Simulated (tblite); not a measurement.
Compound: C8H6OS.
Structure used (GFN2-xTB), in Å, numbered top down from 1:
```xyz
16
C8H6OS angstrom
O      3.6787   -0.0293   -0.6842
C      2.3422    0.0052   -0.4988
C      1.6184   -0.3460    0.5884
C      0.2162   -0.1638    0.3934
C     -0.8363   -0.4127    1.2738
C     -2.1306   -0.1620    0.8724
C     -2.4021    0.3366   -0.3994
C     -1.3777    0.5918   -1.2903
C     -0.0779    0.3394   -0.8875
S      1.3742    0.5804   -1.8321
H      4.1151   -0.3606    0.1099
H      2.0483   -0.7214    1.5009
H     -0.6269   -0.7988    2.2602
H     -2.9478   -0.3540    1.5515
H     -3.4236    0.5258   -0.6923
H     -1.5779    0.9782   -2.2773
```

Method: GFN2-xTB as coded in tblite; computed harmonic values from a numerical Hessian at the method's own geometry, unscaled. The method is semi-empirical: single wavenumbers can be off by several per cent or more. One conformer, not necessarily the lowest.

Harmonic wavenumbers (cm⁻¹): 119.8, 179.4, 260.9, 298.9, 332.6, 390.2, 409.5, 443.0, 477.8, 491.6, 529.1, 606.2, 671.0, 689.4, 713.3, 760.0, 780.6, 864.2, 869.4, 903.3, 920.4, 1046.0, 1074.5, 1093.9, 1146.8, 1160.7, 1179.8, 1233.8, 1246.4, 1319.3, 1351.4, 1417.9, 1462.6, 1561.5, 1578.6, 1607.4, 3080.1, 3086.9, 3094.7, 3103.0, 3117.5, 3513.8.

A = 2950, B = 896.7, C = 687.7 MHz; mass 150.014 u (most abundant isotopes); point group Cs, symmetry number 1.

Question: Zero-point energy?

Answer: Half the sum of the wavenumbers: 25094 cm⁻¹ = 71.75 kcal/mol.

Question: Entropy at 500 K, 1 bar (ideal gas, RRHO, classical rotation)?

Answer: Translation 43.52, rotation 31.10, vibration 35.60: S = 110.2 cal/(mol K).

Question: And Cp and H(500 K) − H(0)?

Answer: Cp = 51.86 cal/(mol K), of which vibrations give 43.92 (their classical limit is 42 R = 83.5); H(500 K) − H(0) = 14.50 kcal/mol without the zero-point energy, 10.53 from vibrations.

Question: Blend soft modes into free rotors: weight 1/[1 + (100 cm⁻¹/ν̃)⁴] for the oscillator and the rest for a rotor with moment μB/(μ + B), μ = h/(8π²ν), B = 10⁻⁴⁴ kg m². What vibrational entropy results?

Answer: 35.25 cal/(mol K) in place of 35.60, which changes −T·S at 500 K by +0.17 kcal/mol.

Question: Which modes carry the vibrational entropy at 500 K?

Answer: 119.8 cm⁻¹: 4.11; 179.4 cm⁻¹: 3.32; 260.9 cm⁻¹: 2.60; 298.9 cm⁻¹: 2.35; 332.6 cm⁻¹: 2.15; 390.2 cm⁻¹: 1.86 cal/(mol K); the other 36 give 19.21 together.

Hindered rotation and anharmonicity are outside this model. Other conformers, if any are populated, would add a mixing term that is left out.
